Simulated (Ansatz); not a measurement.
Si₈Ge₈H₂₆, an alloyed nanocrystal cut from the lattice of germanium (8 Si, random), 42 atoms. Hardware: 4 threads of AMD EPYC 7R13 on a shared host and a share (37 GiB) of an NVIDIA H100 80GB HBM3.

Correlated methods freeze 112 core orbitals; core or outer-core shells of Ge are correlated, in sets that lack core-valence functions. Single mean-field runs in def2-SVP, def2-TZVP are fitted with def2-universal-jkfit.

Q: How many basis functions does each of these Ansatz runs have, and roughly what does it cost? MP2/def2-SVP, charge 0 singlet, energy, from earlier orbitals; r2SCAN-D4/def2-SVP, charge 0 singlet, relaxation, 7 steps; BHLYP-D4/def2-TZVP, charge 0 singlet, energy, from earlier orbitals; r2SCAN-D4/def2-TZVP, charge 0 singlet, energy, from earlier orbitals; PBE0-D4/def2-TZVP, charge 0 singlet, energy, from earlier orbitals; PBE0-D4/def2-SVP, charge 0 singlet, energy, from earlier orbitals; PBE-D4/def2-SVP, charge 0 singlet, energy, from earlier orbitals; PBE-D4/def2-TZVP, charge 0 singlet, energy and forces, from earlier orbitals.

A: Other jobs shared the machine, so times can vary by a factor of up to 3.

```tsv
run	functions	fitting or Cholesky vectors	wall time	peak host memory (GiB)
PBE-D4/def2-SVP, charge 0 singlet, energy, from earlier orbitals	530	3620	4 s	1.1
PBE0-D4/def2-SVP, charge 0 singlet, energy, from earlier orbitals	530	3620	5.5 s	1.1
r2SCAN-D4/def2-TZVP, charge 0 singlet, energy, from earlier orbitals	836	3620	6.5 s	1.2
PBE-D4/def2-TZVP, charge 0 singlet, energy and forces, from earlier orbitals	836	3620	7.5 s	1.3
MP2/def2-SVP, charge 0 singlet, energy, from earlier orbitals	530	5207	7.5 s	1.4
BHLYP-D4/def2-TZVP, charge 0 singlet, energy, from earlier orbitals	836	3620	9 s	1.2
PBE0-D4/def2-TZVP, charge 0 singlet, energy, from earlier orbitals	836	3620	12 s	1.2
r2SCAN-D4/def2-SVP, charge 0 singlet, relaxation, 7 steps	530	3620	39 s	1.2
```
